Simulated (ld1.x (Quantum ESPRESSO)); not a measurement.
Ranking TM potentials for H

All share these settings but for the change named:

H (Z = 1), norm-conserving Troullier–Martins (Kleinman–Bylander form), made with ld1.x (Quantum ESPRESSO) 7.5 (PBE, non-relativistic). Core none, reference 1s1. Waves: 2p channel at 0.2 Ry: rc 0.75 bohr; 1s (bound): rc 0.90 bohr. Local part: the s channel. Core correction: none.

Cutoff: the first of the cutoffs (Ry, on a coarse ladder) from which the occupation-weighted sum of valence levels, in a spherical-Bessel basis at the reference potential, stays within 10 and 1 mRy of its value at 400 Ry; the density cutoff is not measured.

The base gives 30 Ry.

Of 11 variants that were run, those that failed, showed a ghost or another fault, or gave nearly equal values are left out.

A variant can come out equal or close to the base.

Q: Rank these variants from softest to hardest (loose cutoff).
A. type PAW; waves now 1s (bound): rcut 0.80, rcutus 0.90 bohr; 1s channel at 2.5 Ry: rcut 0.80, rcutus 0.90 bohr; 2p channel at 0.2 Ry: rcut 0.65, rcutus 0.75 bohr; local potential all-electron potential smoothed inside 0.65 bohr (lloc = -1); augmentation PSQ, inside the norm-conserving radii
B. local potential the p channel
C. all radii scaled by about 0.82 (s 0.74, p 0.62 bohr)

A: A (21 Ry), B (30 Ry), C (35 Ry).
